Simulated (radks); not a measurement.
The numbers below are computed, except where a source is named.
Question: Mn+, configuration [Ar] 3d5 4s1. Level of theory: scalar-relativistic Kohn-Sham, Slater X-alpha with alpha = 0.771, spin-polarised, spherical densities, point nucleus; open shells are filled with parallel spins first (a radial shooting solver on a logarithmic mesh with Libxc functionals). Some entries of the table are withheld. Estimate them.

orbital  occ.  eigenvalue (eV)  <r^2> (bohr^2)
1s up       1        -6450.379        0.004989
1s down     1        -6450.331        0.004989
2s up       1        -756.7703         0.09227
2s down     1        -753.8184         0.09180
2p up       3        -644.5025         0.07489
2p down     3        -642.2274         0.07439
3s up       1              (1)          0.8323
3s down     1              (2)          0.8370
3p up       3         -65.8224          0.9522
3p down     3         -58.9631          0.9601
3d up       5         -17.6328           1.708
4s up       1              (3)           8.218
3d down     0         -10.8833           1.862
4s down     0              (4)           10.46

Answer: 
(1) 3s up eigenvalue (eV): -96.8952
(2) 3s down eigenvalue (eV): -89.9667
(3) 4s up eigenvalue (eV): -13.1781
(4) 4s down eigenvalue (eV): -7.9794
